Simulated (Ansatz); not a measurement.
The lowest singlet and triplet of H2Si2 (SMILES [Si]=[SiH2]); geometries from B3LYP-D3(BJ)/def2-TZVP, each state relaxed from the structure named, with no frequency check.
Singlet at the triplet's geometry (charge 0, multiplicity 1):
```xyz
4

Si     1.27642    -0.06075     0.01153
Si    -1.00470     0.04782    -0.00908
H     -1.95860    -1.09818    -0.01805
H     -1.84546     1.27923    -0.01632
```

A positive gap puts the triplet lower; no zero-point energy. R- takes a restricted singlet. U- takes an unrestricted singlet (broken symmetry where lower, unprojected). The triplet is unrestricted in single-reference levels.

Run with Ansatz (a first-principles code). Each number belongs to the level named beside it.

Question: One of these levels gives -21.6 kJ/mol for the gap E(singlet) − E(triplet), vertical, at the triplet's geometry. Name it.
A) U-BHLYP/def2-TZVPP (spin-contaminated)
B) R-HF/cc-pV(D+d)Z
C) U-PBE/def2-TZVPP (spin-contaminated)
D) R-PBE/def2-TZVPP

Answer: C, U-PBE/def2-TZVPP (spin-contaminated). The others give 44.5 (R-HF/cc-pV(D+d)Z), -18.6 (R-PBE/def2-TZVPP), -11.9 (U-BHLYP/def2-TZVPP (spin-contaminated))

Doubts at one or more of the structures used: a restricted determinant that unrestricted orbitals would lower (R-HF/cc-pV(D+d)Z, R-PBE/def2-TZVPP).
